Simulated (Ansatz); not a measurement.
Geometry optimisation, RHF/def2-SVP in Ansatz.

Input file:

```yaml
crystal:
  periodic: [false, false, false]
  atoms:
    - { symbol: Ga, position_ang: [0.0, 0.0, 0.0] }
    - { symbol: H, position_ang: [0.0, 0.0, 1.92] }
    - { symbol: H, position_ang: [1.3596, 0.0, -0.785] }
    - { symbol: H, position_ang: [-1.3596, 0.0, -0.785] }
    - { symbol: Br, position_ang: [0.1137, -2.5787, 0.8577] }
    - { symbol: H, position_ang: [0.0425, -0.965, 2.0083] }
basis:
  gaussian: { orbitals: def2-SVP }
hamiltonian:
  xc: hf
relax:
  f_tol: 0.15
  max_steps: 25
  restrain:
    - { distance: [0, 4], at: 3.62, k: 30.0 }
    - { distance: [5, 1], at: 1.86, k: 30.0 }
    - { distance: [0, 1], at: 1.57, k: 30.0 }
    - { distance: [5, 4], at: 1.55, k: 30.0 }
output:
  orbitals: {}
```

Command:

```bash
$ ansatz run input.yaml --threads 1 --pin off --max-ram 2048MiB --backend cpu --events-out ev --progress --plain --runs-dir out
```

Where does it end, and by what steps?

It converged. The restraints hold the end off the free minimum. After 5 steps the energy has fallen by 1.003 eV (the restraints' own energy left out); Br5 moved furthest, 0.75 Å. Parted: Ga1–Br5 (2.72 → 3.62 Å). Joined: Br5–H6 (1.98 → 1.49 Å).

```json
{"step": "0", "energy less start (eV)": "0.0000", "largest force component (eV/Å)": "2.443", "accepted": "yes"}
{"step": "1", "energy less start (eV)": "0.3453", "largest force component (eV/Å)": "1.981", "accepted": "yes"}
{"step": "2", "energy less start (eV)": "-0.1735", "largest force component (eV/Å)": "2.934", "accepted": "yes"}
{"step": "3", "energy less start (eV)": "-0.6894", "largest force component (eV/Å)": "1.927", "accepted": "yes"}
{"step": "4", "energy less start (eV)": "-0.9511", "largest force component (eV/Å)": "1.954", "accepted": "yes"}
{"step": "5", "energy less start (eV)": "-1.0025", "largest force component (eV/Å)": "1.852", "accepted": "yes"}
```

```xyz
6
Properties=species:S:1:pos:R:3
Ga -0.005 0.263 -0.071
H 0.004 0.206 1.502
H 1.368 0.332 -0.827
H -1.387 0.272 -0.813
Br 0.111 -3.013 1.467
H 0.065 -1.605 1.958
```

The run took 10 s on 1 thread of Arm Neoverse V2 (shared host), peak memory 0.17 GiB.
